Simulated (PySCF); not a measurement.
## Dipole moment and polarisability of `C#CB1OCC[C@@H](C)O1`

Species: C₆H₉BO₂.
Structure used (PBE0-D3(BJ)/def2-SVP), in Å, numbered top down from 1:
```xyz
18
C6H9BO2 angstrom
C      3.8066    0.5899    0.6087
C      2.6910    0.2350    0.2819
B      1.2799   -0.2150   -0.1414
O      0.9568   -1.5315   -0.0341
C     -0.3329   -1.9700   -0.4030
C     -1.3601   -0.8648   -0.2580
C     -0.9026    0.3779   -1.0055
C     -1.7940    1.5804   -0.7906
O      0.4152    0.7260   -0.6042
H      4.7935    0.9046    0.8972
H     -0.5866   -2.8336    0.2309
H     -0.3019   -2.3304   -1.4472
H     -1.4906   -0.6142    0.8095
H     -2.3371   -1.2017   -0.6383
H     -0.8687    0.1465   -2.0877
H     -1.8443    1.8327    0.2796
H     -1.3915    2.4506   -1.3283
H     -2.8125    1.3821   -1.1559
```

Level: CAM-B3LYP/def2-SVPD (PySCF), static field, nuclei fixed, core orbitals frozen in the response. The polarisability tensor in these axes (au):

```
x   108.67   5.93  11.20
y     5.93  84.06   0.55
z    11.20   0.55  70.86
```

**Question.** Give the principal values, the mean and the anisotropy Δα = √{½[(α1 − α2)² + (α2 − α3)² + (α1 − α3)²]}.

**Answer.** Principal values 67.72, 82.93 and 112.94 au; mean 87.86 au = 13.02 Å³ = 14.49 × 10⁻⁴⁰ C²·m²/J; Δα = 39.85 au (45 % of the mean).

**Question.** What is the dipole moment, and where does it point?

**Answer.** (-2.72, -0.59, -0.70) D, 2.87 D in size, pointing from the negative to the positive side. Measured along this direction, the outermost atoms are H10 at the negative end and H18 and H14 at the positive end.

**Question.** What would n − 1 = 2πNα be for an ideal gas of these molecules at 298.15 K and 1 atm, electronic part alone?

**Answer.** N = p/kT = 2.4615 × 10¹⁹ cm⁻³, so n − 1 = 2π × N × 13.02 × 10⁻²⁴ cm³ = 2014 × 10⁻⁶ at long wavelengths.

**Question.** Rayleigh depolarisation ratio (linearly polarised light, static tensor)?

**Answer.** ρ = 3Δα²/(45ᾱ² + 4Δα²) = 4763.5/(347410 + 6351.3) = 0.0135.

**Question.** Estimate the molar refractivity from the static electronic polarisability.

**Answer.** Lorentz–Lorenz: R = (4π/3)N_A α = 2.5225 cm³/(mol·Å³) × 13.02 Å³ = 32.8 cm³/mol, in the limit of long wavelengths.

**Question.** Find the Langevin capture rate constant for NO+ (29.998 u) meeting this molecule (124.070 u), k = 2.342 × 10⁻⁹ cm³/s × √(α in Å³ / reduced mass in u).

**Answer.** The reduced mass is 24.16 u, so k = 1.72 × 10⁻⁹ cm³/s. The formula leaves out the permanent dipole, which adds to the capture rate.

Geometry: PBE0-D3(BJ)/def2-SVP, one conformer, isolated molecule.

The run behind these numbers computed excited states as well. The run took about 1.8 min of CPU time (one thread, shared machine).
